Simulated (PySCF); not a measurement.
Run record: excited-state job, `COC[C@H](F)C(F)(F)F`.

Computed with TDDFT B3LYP/def2-SVPD, vertical, gas phase, core orbitals frozen in the response (PySCF 2.14.0, density-fitted response routines). Geometry: GFN2-xTB. The input is one job of a driver script: a line of settings, then coordinates in Å.

Input:
```
{"job": {"kind": "uv", "xc": "B3LYP", "basis": "def2-SVPD", "nstates": 8, "ntriplets": 3}, "charge": 0, "multiplicity": 1}
C     -2.534177    -0.058522    -0.454359
O     -1.245416    -0.623008    -0.523424
C     -0.280274     0.127322     0.161460
C      1.048084    -0.624672     0.087692
F      1.132404    -1.557804     1.084436
C      2.235721     0.333326     0.241881
F      2.299287     1.172811    -0.802596
F      3.401824    -0.306857     0.300495
F      2.141427     1.092439     1.338028
H     -2.881417     0.010272     0.582597
H     -3.187482    -0.723261    -1.014381
H     -2.552980     0.941602    -0.902946
H     -0.163065     1.121271    -0.299267
H     -0.554380     0.259296     1.219164
H      1.136033    -1.156226    -0.868036
```

Task: Estimate the output.

Result: 
```
coarse grid: 13496 points
cycle   1  E = -629.8912089669  dE =  1.257e+00  |g| = 1.068e+00  |ddm| = 5.065e+00
cycle   2  E = -629.5469587810  dE =  3.443e-01  |g| = 1.804e+00  |ddm| = 2.507e+00
cycle   3  E = -630.0899544537  dE = -5.430e-01  |g| = 8.966e-02  |ddm| = 1.611e+00
cycle   4  E = -630.0907207740  dE = -7.663e-04  |g| = 6.470e-02  |ddm| = 1.511e-01
cycle   5  E = -630.0914389791  dE = -7.182e-04  |g| = 1.231e-02  |ddm| = 6.072e-02
cycle   6  E = -630.0914618602  dE = -2.288e-05  |g| = 3.331e-03  |ddm| = 1.378e-02
cycle   7  E = -630.0914641557  dE = -2.295e-06  |g| = 6.311e-04  |ddm| = 4.411e-03
final grid: 134688 points
cycle   8  E = -630.1868693269  dE = -5.453e-05  |g| = 8.290e-03  |ddm| = 1.117e-01
cycle   9  E = -630.1868561219  dE =  1.321e-05  |g| = 1.226e-02  |ddm| = 1.839e-02
cycle  10  E = -630.1868816853  dE = -2.556e-05  |g| = 9.227e-04  |ddm| = 1.011e-02
cycle  11  E = -630.1868818603  dE = -1.751e-07  |g| = 1.952e-04  |ddm| = 1.287e-03
cycle  12  E = -630.1868818671  dE = -6.779e-09  |g| = 7.627e-05  |ddm| = 2.573e-04
cycle  13  E = -630.1868818680  dE = -8.722e-10  |g| = 2.431e-05  |ddm| = 7.998e-05
converged SCF energy = -630.1868818680

Static polarisability (au): isotropic 59.226, principal 53.511 54.725 69.443

Singlet excitations
state   eV       nm        f      main configurations
  1   7.1169    174.2   0.02627   H->L 0.97
  2   7.7413    160.2   0.00678   H->L+1 0.95
  3   8.0552    153.9   0.00477   H->L+2 0.88
  4   8.0666    153.7   0.00321   H->L+4 0.47, H->L+3 0.41
  5   8.2092    151.0   0.01508   H->L+3 0.49, H->L+4 0.46
  6   8.5883    144.4   0.02683   H->L+5 0.92
  7   8.8481    140.1   0.00501   H->L+6 0.65, H-1->L 0.15, H->L+7 0.12
  8   8.8789    139.6   0.03741   H-1->L 0.73, H->L+6 0.15

Triplet excitations (Tamm-Dancoff, eV): 6.9533 7.6331 7.6926
```

The SCF starts on a coarse grid where the log names one; the energy can jump when the final grid takes over, and dE then counts from the start density on the new grid. H and L stand for HOMO and LUMO; the number after each pair is its weight.

Task: Give S1 in cm⁻¹ and kJ/mol.

Result: 7.1169 eV × 8065.54 = 57402 cm⁻¹; × 96.485 = 686.7 kJ/mol.

Task: How does the lowest singlet excitation compare with the HOMO–LUMO gap?

Result: HOMO -7.89 eV and LUMO 0.25 eV give a gap of 8.14 eV; S1 at 7.12 eV lies 1.02 eV below it.

Summary of the converged run: HOMO -7.89 eV, LUMO 0.25 eV; lowest singlet 7.12 eV; lowest triplet 6.95 eV (Tamm–Dancoff); mean polarisability 59.2 au.

On one thread, Arm Neoverse V2 (shared host), this took 44 s wall.

One conformer stands for the species.
Labels such as C1 count atoms from 1, the log's own numbers from 0.
